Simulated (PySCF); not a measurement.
B3LYP has the VWN-RPA correlation part, as in Gaussian. Delta-SCF ions had no search for a lower state. 

H₃In, SMILES `[InH3]` (charge 0, multiplicity 1)

Computed with B3LYP-D3(BJ)/def2-TZVP run with PySCF.

HOMO: -8.00 eV
dipole moment: 0.00 D
LUMO: -2.20 eV
HOMO–LUMO gap: 5.80 eV
vertical ionisation energy (Delta-SCF): 10.58 eV
total energy: -5223.72 eV
cost: around 15 core-seconds (rough)

Bonded distances (Å): In1–H2 1.730, In1–H3 1.730, In1–H4 1.731. Angles (°): H2–In1–H3 120.0, H2–In1–H4 120.0, H3–In1–H4 120.0.
